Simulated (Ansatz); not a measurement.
The cluster B4F⁻, relaxed as a quintet with UKS PBE-D4/def2-SVPD in Ansatz, starting from the PBE-D4/def2-SVPD geometry of the charge -1 singlet. Force threshold 0.02 eV/Å.

The highest occupied level of the charge -1 quintet lies above zero (up to 1.44 eV). It is a level of α spin, whose loss leaves a quartet; that state wasn't run at this geometry and level. The electron is either unbound and held by the finite basis, or the level is raised by self-interaction error. At PBE-D4/def2-SVPD a singlet of charge -1 lies 2.76 eV below the quintet, each at its own geometry. That singlet is doubtful there (restricted singlet, unstable towards broken spin symmetry at other levels and untested here). The structure comes from a short search, and lower isomers may exist.

Start:

```
atom   x (Å)   y (Å)   z (Å)
  B1   0.306  -0.437   0.612
  B2  -0.601  -0.396  -0.735
  B3  -0.701   1.000  -1.399
  B4   0.172   1.007  -0.120
  F5   0.823  -1.174   1.643
```

(1) Estimate the energy that the relaxation releases and the steps that it takes.

(2) Does the start keep its bonding and symmetry?

(3) Predict the relaxed structure.

## Answers

(1) 55.6 kJ/mol, in 15 steps; 18 s on 4 threads of Arm Neoverse V1 on a shared host. The force fell under the threshold at step 5, but the optimiser went on and released 0.048 eV more. No frequencies were taken in this run, so the end may be a saddle point.

(2) By distances, no bond broke or formed. The bond that changes most is B3–B4, from 1.55 to 1.66 Å (atoms count from 1). Point group C2v at the start, Cs at the end, both within 0.05 Å.

(3) 
```xyz
5

B     0.0722   -0.4133    0.8516
B    -0.5391   -0.3914   -0.7279
B    -0.7084    1.0560   -1.5180
B     0.2029    0.9559   -0.1369
F     0.9724   -1.2072    1.5313
```
Bond lengths: 5 × B–B 1.65 to 1.69 Å; 1 × B–F 1.38 Å.
